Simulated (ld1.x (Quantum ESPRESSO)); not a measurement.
How hard is this molybdenum RRKJ potential?

Mo, norm-conserving RRKJ (Kleinman–Bylander form), made with ld1.x (Quantum ESPRESSO) 7.5 (LDA (PZ), scalar-relativistic). Core [Ar] 3d10, reference 4s2 4p6 4d5 5s0.5 5p0 (charge +0.5). Waves: 4p (bound): rc 1.45 bohr; 4d (bound): rc 1.60 bohr; 4s (bound): rc 1.70 bohr. Local part: the s channel. Core correction: Bessel-smoothed model core, default radius (core density twice the valence density).

Occupied shells without a wave of their own: 5s. They enter only through the test configuration that unscreens the potential, and ld1.x also counts them in the model core charge.

The pseudo-atom Hamiltonian at the reference potential is diagonalised in spherical Bessel functions j_l(qr) that vanish at 20 bohr, with q² up to the cutoff. All-electron valence levels (Ry): 4p -3.0774, 5p -0.2591, 4d -0.5265, 4s -4.9750, 5s -0.5263.

Q: How do the lowest levels (Ry) of each channel move with the cutoff, and are there ghosts?

A:

```json
{"cutoff (Ry)": "8", "p #1": "-2.4880", "p #2": "-0.2093", "d #1": "-0.2341", "s #1": "-4.8716", "s #2": "-0.5620", "f #1": "0.0306", "f #2": "0.1355", "Σ f·Δε (mRy)": "5223.9"}
{"cutoff (Ry)": "15", "p #1": "-2.9716", "p #2": "-0.2541", "d #1": "-0.4083", "s #1": "-4.8919", "s #2": "-0.5926", "f #1": "0.0306", "f #2": "0.1354", "Σ f·Δε (mRy)": "1395.7"}
{"cutoff (Ry)": "21", "p #1": "-2.9934", "p #2": "-0.2602", "d #1": "-0.4873", "s #1": "-4.9445", "s #2": "-0.5934", "f #1": "0.0306", "f #2": "0.1354", "Σ f·Δε (mRy)": "764.4"}
{"cutoff (Ry)": "35", "p #1": "-3.0276", "p #2": "-0.2624", "d #1": "-0.5239", "s #1": "-4.9709", "s #2": "-0.5979", "f #1": "0.0306", "f #2": "0.1353", "Σ f·Δε (mRy)": "321.4"}
{"cutoff (Ry)": "50", "p #1": "-3.0660", "p #2": "-0.2679", "d #1": "-0.5263", "s #1": "-4.9731", "s #2": "-0.5985", "f #1": "0.0306", "f #2": "0.1353", "Σ f·Δε (mRy)": "74.1"}
{"cutoff (Ry)": "70", "p #1": "-3.0770", "p #2": "-0.2706", "d #1": "-0.5265", "s #1": "-4.9749", "s #2": "-0.5987", "f #1": "0.0306", "f #2": "0.1353", "Σ f·Δε (mRy)": "3.4"}
{"cutoff (Ry)": "90", "p #1": "-3.0772", "p #2": "-0.2706", "d #1": "-0.5265", "s #1": "-4.9750", "s #2": "-0.5988", "f #1": "0.0306", "f #2": "0.1353", "Σ f·Δε (mRy)": "1.8"}
{"cutoff (Ry)": "120", "p #1": "-3.0774", "p #2": "-0.2707", "d #1": "-0.5265", "s #1": "-4.9750", "s #2": "-0.5988", "f #1": "0.0306", "f #2": "0.1353", "Σ f·Δε (mRy)": "0.3"}
{"cutoff (Ry)": "400", "p #1": "-3.0774", "p #2": "-0.2707", "d #1": "-0.5265", "s #1": "-4.9750", "s #2": "-0.5988", "f #1": "0.0306", "f #2": "0.1353", "Σ f·Δε (mRy)": "0.0"}
```

Result: no extra level below or beside the all-electron valence levels (p, d, s, f tested); 10 mRy is reached at 70 Ry and 1 mRy at 100 Ry.

The potential misses its own reference levels by up to 1.0 eV. ld1.x takes every shell without a wave as core, so the model core holds the 5s electrons as well and exchange and correlation see them twice. This cancels in the reference configuration, but the file is broken for other ones, and its errors say nothing about a proper core correction. Its largest configuration-test error is -1260 meV.
